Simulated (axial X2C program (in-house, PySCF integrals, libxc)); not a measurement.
## TcF⁻: the levels of the configuration d5 s2 p(π)0

Calculated with an in-house all-electron X2C program for linear molecules (integrals from PySCF): two-component X2C with atomic mean-field Coulomb and Gaunt terms, basis Tc dyall-v3z, F dyall-av3z (cores contracted in-house). Orbitals come from Hartree–Fock averaged over the configuration Tc d5 s2 p(π)0; CI then distributes these electrons over the d, s, p(π) shells of Tc.

R = 2.058 Å (near the minimum of the configuration average).

Lowest levels of this model:

```json
{"Ω": "5/2", "energy (cm⁻¹)": "0", "g∥": "10.00", "configuration": "93% d5 s2"}
{"Ω": "3/2", "energy (cm⁻¹)": "2", "g∥": "6.00", "configuration": "93% d5 s2"}
{"Ω": "1/2", "energy (cm⁻¹)": "3", "g∥": "2.00", "configuration": "93% d5 s2"}
{"Ω": "5/2", "energy (cm⁻¹)": "10464", "g∥": "12.01", "configuration": "100% d5 s1 p(π)1"}
{"Ω": "3/2", "energy (cm⁻¹)": "10538", "g∥": "8.00", "configuration": "100% d5 s1 p(π)1"}
{"Ω": "1/2", "energy (cm⁻¹)": "10610", "g∥": "4.00", "configuration": "100% d5 s1 p(π)1"}
{"Ω": "1/2", "energy (cm⁻¹)": "10683", "g∥": "0.00", "configuration": "100% d5 s1 p(π)1"}
{"Ω": "3/2", "energy (cm⁻¹)": "10754", "g∥": "4.00", "configuration": "100% d5 s1 p(π)1"}
{"Ω": "5/2", "energy (cm⁻¹)": "10825", "g∥": "8.00", "configuration": "100% d5 s1 p(π)1"}
{"Ω": "7/2", "energy (cm⁻¹)": "10895", "g∥": "12.00", "configuration": "100% d5 s1 p(π)1"}
{"Ω": "9/2", "energy (cm⁻¹)": "10965", "g∥": "16.01", "configuration": "100% d5 s1 p(π)1"}
{"Ω": "5/2", "energy (cm⁻¹)": "14917", "g∥": "7.88", "configuration": "78% d5 s2 + 9% d5 s1 p(π)1"}
{"Ω": "3/2", "energy (cm⁻¹)": "15060", "g∥": "3.93", "configuration": "78% d5 s2 + 9% d5 s1 p(π)1"}
{"Ω": "1/2", "energy (cm⁻¹)": "15312", "g∥": "0.02", "configuration": "77% d5 s2 + 10% d5 s1 p(π)1"}
{"Ω": "7/2", "energy (cm⁻¹)": "16051", "g∥": "9.99", "configuration": "90% d5 s2"}
{"Ω": "7/2", "energy (cm⁻¹)": "17455", "g∥": "11.99", "configuration": "67% d5 s1 p(π)1 + 19% d6 s1"}
{"Ω": "9/2", "energy (cm⁻¹)": "20261", "g∥": "12.06", "configuration": "87% d5 s2 + 5% d6 s1"}
{"Ω": "7/2", "energy (cm⁻¹)": "20381", "g∥": "7.99", "configuration": "89% d5 s2"}
{"Ω": "9/2", "energy (cm⁻¹)": "21186", "g∥": "13.85", "configuration": "83% d6 s1 + 10% d5 s1 p(π)1"}
{"Ω": "11/2", "energy (cm⁻¹)": "21402", "g∥": "13.96", "configuration": "93% d5 s2"}
{"Ω": "9/2", "energy (cm⁻¹)": "21450", "g∥": "10.07", "configuration": "92% d5 s2"}
```

g∥ is the magnitude of 2⟨Lz + ge Sz⟩ for the +Ω component.

Q: From Ω and g∥ of the lowest level, whose 2⟨Lz + ge Sz⟩ is positive, find ⟨Sz⟩ and ⟨Lz⟩ (ge = 2.0023).

A: Ω = ⟨Lz⟩ + ⟨Sz⟩ = 5/2 and ⟨Lz⟩ + ge⟨Sz⟩ = 5.000, so ⟨Sz⟩ = 2.49 and ⟨Lz⟩ = 0.01.

Occupations of the active spinors in the lowest level by ω, shell by shell in order of energy: -5/2: 0.00; -3/2: 0.98 0.02 0.03; -1/2: 0.99 0.02 0.93 0.03; 1/2: 0.04 0.96 0.95 0.03; 3/2: 0.03 0.97 0.03; 5/2: 1.00. The leading determinant has weight 0.85 among 1119.

This point took 2.3 s on 1 thread of Arm Neoverse V2 (shared host).

Dynamic correlation is missing, so gaps between terms are too wide and other configurations may lie lower; the lowest level listed is that of this model, not necessarily the ground state. For d shells the ligand-field splittings (σ, π, δ) and their order can be off by a thousand cm⁻¹ or more. At most 4 roots were kept for each Ω > 0 (twice that for Ω = 0) within 3.2 eV of the lowest, so higher up levels can be missing between those listed; levels with Ω > 0 are doubly degenerate and listed once, Ω = 0 levels singly. Some active spinors are only partly of the character that their shell is named for, so the shell names and counts are nominal. States that fill the shells left empty in the average are placed too high. For an anion, levels above electron detachment are held by the basis set.
